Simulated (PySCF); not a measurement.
trans-(1R,2R)-1-chloro-2-fluorocyclobutane (C4H6ClF), SMILES F[C@@H]1CC[C@H]1Cl. Coordinates come from a B3LYP-D3(BJ)/def2-SVP optimisation.

Computed equilibrium geometry at B3LYP-D3(BJ)/def2-SVP (PySCF confirms it by a frequency run) as bond lengths and angles:
Atoms: F1 C2 C3 C4 C5 Cl6 H7 H8 H9 H10 H11 H12. Bond lengths (Å): F1–C2 1.369, C2–C3 1.540, C2–C5 1.531, C2–H7 1.103, C3–C4 1.552, C3–H8 1.099, C3–H9 1.100, C4–C5 1.542, C4–H10 1.099, C4–H11 1.098, C5–Cl6 1.792, C5–H12 1.099. Angles (°): F1–C2–C3 117.6, F1–C2–C5 117.0, F1–C2–H7 108.8, C3–C2–C5 88.5, C3–C2–H7 112.6, C5–C2–H7 111.2, C2–C3–C4 87.8, C2–C3–H8 117.7, C2–C3–H9 110.0, C4–C3–H8 118.4, C4–C3–H9 112.0, H8–C3–H9 109.5, C3–C4–C5 87.7, C3–C4–H10 112.2, C3–C4–H11 118.4, C5–C4–H10 110.9, C5–C4–H11 117.0, H10–C4–H11 109.3, C2–C5–C4 88.5, C2–C5–Cl6 118.7, C2–C5–H12 110.0, C4–C5–Cl6 118.9, C4–C5–H12 112.2, Cl6–C5–H12 107.6.
